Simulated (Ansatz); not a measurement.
Ga(CO)H3 (CH₃GaO), relaxed as a singlet with RKS PBE0-D4/def2-TZVP in Ansatz, starting from the GFN1-xTB geometry. Force threshold 0.02 eV/Å.

Start:

```xyz
6

Ga   -0.407    0.702   -0.027
C     0.634   -1.159    0.036
O     1.232   -2.107    0.080
H    -0.354    0.967    1.494
H    -1.720    0.179   -0.644
H     0.614    1.417   -0.940
```

| step | energy (eV) | largest force component (eV/Å) | SCF passes |
| --- | --- | --- | --- |
| 1 | -55500.5941 | 0.470 | 15 |
| 2 | -55500.6190 | 0.207 | 21 |
| 3 | -55500.6250 | 0.077 | 20 |
| 4 | -55500.6255 | 0.017 | 21 |

Force components are those of the run's own axes.

End:

```csv
atom,x (Å),y (Å),z (Å)
Ga1,-0.427,0.744,-0.027
C2,0.661,-1.186,0.039
O3,1.236,-2.145,0.078
H4,-0.356,0.982,1.527
H5,-1.744,0.160,-0.658
H6,0.630,1.444,-0.959
```

By distances, no bond broke or formed. The bond that changes most is Ga1–C2, from 2.13 to 2.22 Å (atoms count from 1).

No frequencies were taken in this run, so the end may be a saddle point.

Run time 4.6 s (4 threads of Arm Neoverse V1 on a shared host).
